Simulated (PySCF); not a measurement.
Rb(Cl) cation (ClRb), SMILES [Rb][Cl] (connectivity only; charge and spin as stated), charge +1, multiplicity 2.

Geometry optimised at B3LYP-D3(BJ)/def2-TZVPD. The multiplicity is an assumed one; other spin states were not compared. The def2 effective core potentials stand for the cores of Rb; spin–orbit coupling is left out.

The numbers are results of B3LYP-D3(BJ)/def2-TZVPD (PySCF), not measurements.

Frequencies are harmonic and unscaled.

Problem. Give all harmonic wavenumbers and intensities. (An estimate is asked for; the answer gives what the named calculation found.)

Solution. 
```
mode  ν (cm⁻¹)  IR (km/mol)  moving atoms (share of kinetic energy)
----  --------  -----------  --------------------------------------
1           66          5.4                        Cl 71 %, Rb 29 %
```
